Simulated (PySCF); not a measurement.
Computed shifts of a molecule C2H6GeO3, PBE/pcSseg-1 in PySCF, GIAO, gas phase, equivalent atoms averaged, in ppm (number of nuclei): ¹³C: 234.3 (1), 40.9 (1). ¹H: 5.98 (1), 2.92 (3), 1.41 (2). References: ¹³C against TMS (σ = 182.0 ppm); ¹⁷O against H2O (σ = 334.3 ppm); ⁷³Ge against GeH4 (σ = 1614.4 ppm); ¹H against TMS (σ = 31.49 ppm), references at their B3LYP-D3(BJ)/def2-TZVP geometries, non-relativistic. Geometry optimised at PBE0-D3(BJ)/def2-SVP. One conformer was computed; it need not be the lowest.

Problem. Pick the molecule that these values belong to.
(A) C[O][Ge@H]([OH])[CH]=O
(B) C[C](=O)[GeH]([OH])[OH]
(C) O=[C](O)[GeH2][CH2]O
(D) C[O][GeH2][O]C=O

Solution. B, C[C](=O)[GeH]([OH])[OH]
